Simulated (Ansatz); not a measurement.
`O[AsH]O`, relaxed with RKS PBE-D4/def2-SVP in the Gaussian-basis code of Ansatz from a rough embedded geometry. The force threshold is 0.03 eV/Å; the program also tests the step.

Charge 0, multiplicity 1.

Start:

```xyz
6

O    -1.179    0.368   -0.364
As    0.297    0.285    0.679
O     1.239   -0.457   -0.687
H    -1.870    0.607    0.319
H    -0.063   -1.108    1.271
H     1.576    0.305   -1.219
```

```csv
step,energy (eV),largest force (eV/Å),largest move (Å)
1,-64960.0175,1.427,0.000
2,-64960.1217,0.565,0.164
3,-64960.1669,0.605,0.091
4,-64960.2250,0.636,0.200
5,-64960.2814,0.413,0.200
6,-64960.3147,0.251,0.200
7,-64960.3201,0.019,0.034
```

End:

```xyz
6

O    -1.465    0.087    0.072
As    0.242    0.167    0.706
O     1.213   -0.394   -0.732
H    -1.726    1.003   -0.149
H     0.153   -1.269    1.256
H     1.582    0.407   -1.153
```

Run time 7.5 s (2 threads of an Arm Neoverse V1 on a shared host); peak host memory 0.13 GiB.
